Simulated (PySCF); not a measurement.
Cl3SW (SMILES [S]=[W+]([Cl])([Cl])[Cl]), charge +1, singlet, geometry from GFN2-xTB (such geometries of metal compounds can be far from the true shape) (the multiplicity is a formal guess) (core potentials on W). Base run: PBE0/def2-SVP (PySCF).

PySCF was given this input:
```python
from pyscf import gto, scf, dft

mol = gto.Mole()
mol.atom = '''
    W    -0.006700    0.003267    0.004499
    S     1.652517   -0.805694   -1.109677
    Cl    0.742418    0.716268    1.864804
    Cl   -0.848899    1.588939   -1.138578
    Cl   -1.419663   -1.561128    0.298591
'''
mol.basis = 'def2-svp'
mol.ecp = {'W': 'def2-svp'}
mol.charge = 1
mol.spin = 0
mol.verbose = 4
mol.build()

mf = dft.RKS(mol)
mf.xc = 'pbe0'
mf.kernel()
mf.analyze()
```

Each row names what was changed in the base input (with any setting that the change needs).

```tsv
change	ΔE vs base (mEh)	outcome
base	0.000	converged
auxbasis = def2-svp-ri	-	input refused
auxbasis = autoaux	0.044	converged
auxbasis = default (with mf = mf.density_fit())	-0.005	converged
auxbasis = cc-pvqz-jkfit	-	input refused
auxbasis = cc-pvtz-jkfit	-	input refused
auxbasis = cc-pvdz-jkfit	-	input refused
only_dfj = on; auxbasis = def2-universal-jfit	[?]	converged
auxbasis = even-tempered beta=3.0	-17.848	converged
auxbasis = cc-pvtz-ri	-	input refused
```

Q: Complete the blanks.

A: 
- only_dfj = on; auxbasis = def2-universal-jfit, ΔE vs base (mEh): -0.245

A fitting set is made for a task (jfit for Coulomb, jkfit for Coulomb and exchange, ri for correlation) and for a family of orbital bases.

- auxbasis = def2-svp-ri: ended with `pyscf.lib.exceptions.BasisNotFoundError: Basis set not found for W in def2-svp-ri`
- auxbasis = cc-pvqz-jkfit: ended with `pyscf.lib.exceptions.BasisNotFoundError: Basis set not found for W in cc-pvqz-jkfit`
- auxbasis = cc-pvtz-jkfit: ended with `pyscf.lib.exceptions.BasisNotFoundError: Basis set not found for W in cc-pvtz-jkfit`
